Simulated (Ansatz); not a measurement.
Reaction (formal hydrolysis of a Ta–F bond): `[F][Ta](=[S])([Cl])[Cl]` + H₂O → `[OH][Ta](=[S])([Cl])[Cl]` + H–F

Isolated molecules relaxed with PBE0-D4/def2-TZVP in Ansatz; ΔE leaves out vibrations. CCSD(T)/CBS is the MP2 limit (def2-TZVPP, def2-QZVPP) plus CCSD(T) − MP2 in def2-TZVPP, frozen cores. This one scheme is used for every species. DFT in def2-TZVPP. def2 core potentials past Kr. For Ta outer-core shells are correlated without core-valence functions, which leaves a few kJ/mol of doubt a bond. One conformer a species, not always the lowest.

| level | ΔE (kJ/mol) | difference from CCSD(T)/CBS |
| --- | --- | --- |
| PBE-D4 | 21.5 | 7.1 |
| r2SCAN-D4 | 22.6 | 8.2 |
| PBE0-D4 | 17.6 | 3.2 |
| CAM-B3LYP-D4 | 20.4 | 6.0 |
| PBE-QIDH | 14.4 | 0.0 |
| revPBE | 26.2 | 11.8 |
| PBE0 | 19.7 | 5.3 |
| CAM-B3LYP | 22.6 | 8.2 |
| LC-ωPBE | 21.9 | 7.5 |
| RPA@PBE/def2-TZVPP | 17.1 | 2.7 |
| CCSD(T)/def2-SVP | 15.6 | 1.2 |
| SCS-MP2/def2-TZVPP | 13.8 | -0.6 |
| CCSD/def2-TZVPP | 14.5 | 0.1 |
| HF/def2-QZVPP | 21.6 | 7.2 |
| MP2/CBS(def2) | 10.5 | -3.9 |
| CCSD/CBS(def2) | 14.8 | 0.4 |
| CCSD(T)/CBS | 14.4 | 0 |

(1) What do rigid-rotor, harmonic-oscillator terms from PBE0-D4/def2-TZVP frequencies (298.15 K, 1 bar) make of the CCSD(T)/CBS value? (An estimate is asked.)

Largest T1 diagnostic among the species: 0.020.

## Answers

(1) The calculation gave: ΔZPE = -2.4 kJ/mol, ΔH = +12.1 kJ/mol, ΔS = -9 J/(mol·K), ΔG = +14.8 kJ/mol.

From r2SCAN to r2SCAN0 (25 % exact exchange), in def2-TZVPP and without D4, ΔE moves by −4.1 kJ/mol. In def2-TZVPP, CCSD(T) changes the Hartree–Fock value by −5.7 kJ/mol (the triples alone add −0.4 kJ/mol) and MP2 by −9.6 kJ/mol.

CCSD(T)/CBS has its own doubt, a few kJ/mol and more with outer-core shells, so smaller differences from it don't rank the levels.
